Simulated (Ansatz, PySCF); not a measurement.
dichloromethane (CH₂Cl₂), singlet, geometry from GFN2-xTB. Base run: CASSCF(4,5)/6-31G in PySCF.

PySCF was given this input:
```python
from pyscf import gto, scf, mcscf
import numpy

mol = gto.M(
    atom='''
C    -0.012779    0.005755    0.780914
Cl    0.025913    1.460084   -0.229918
Cl   -0.018729   -1.463320   -0.209102
H    -0.925685    0.023919    1.374053
H     0.880226   -0.003446    1.403808
''',
    basis='6-31g',
    charge=0,
    spin=0,
    verbose=4,
)

mf = scf.RHF(mol)
mf.kernel()
mc = mcscf.CASSCF(mf, 5, 4)
mc.fix_spin_(ss=0.0)
mc.kernel()
occ = numpy.linalg.eigvalsh(mc.fcisolver.make_rdm1(mc.ci, mc.ncas, mc.nelecas))[::-1]
ss = mc.fcisolver.spin_square(mc.ci, mc.ncas, mc.nelecas)[0]
print('natural occupations', occ.round(4), ' <S^2>', round(ss, 4))
```

Programs used: Ansatz (a program for electronic structure), PySCF; a row that names a program was run with it.

The base run was repeated with changes; each row names its change, and settings that it needs were set with it.

```
change                                                ΔE vs base (kcal/mol)                           natural occupations  <S^2> of the state
----------------------------------------------------  ---------------------  --------------------------------------------  ------------------
base                                                                  0.000                      1.98 1.97 0.03 0.02 0.00                0.00
active space = 10 electrons, 9 orbitals                              -32.88  2.00 1.98 1.97 1.97 1.97 0.04 0.03 0.02 0.02                0.00
start = MP2 natural orbitals                                         -0.259                      1.97 1.97 0.04 0.03 0.00                0.00
solver = newton                                                      -0.259                      1.97 1.97 0.04 0.03 0.00                0.00
orbitals = fixed (CASCI)                                              26.52                      2.00 2.00 0.00 0.00 0.00                0.00
code = ansatz; correction = SC-NEVPT2, all electrons                  -90.8                                             -                   -
active space = 8 electrons, 9 orbitals                               -36.31  1.98 1.97 1.97 1.97 0.04 0.03 0.02 0.02 0.00                0.00
active space = 2 electrons, 3 orbitals                                15.10                                1.97 0.03 0.00                0.00
active space = 2 electrons, 2 orbitals                                15.44                                     1.97 0.03                0.00
correction = SC-NEVPT2                                                -90.8                      1.98 1.97 0.03 0.02 0.00                0.00
conv_tol = 1e-5                                                       0.000                      1.98 1.97 0.03 0.02 0.00                0.00
```

Active orbitals are taken around the Fermi level unless the row says otherwise; CASSCF can end in different local minima, and two programs can end on different orbitals. State-averaged rows give the lowest state.

Ansatz warned in this series: other orbitals give a lower active-space energy.
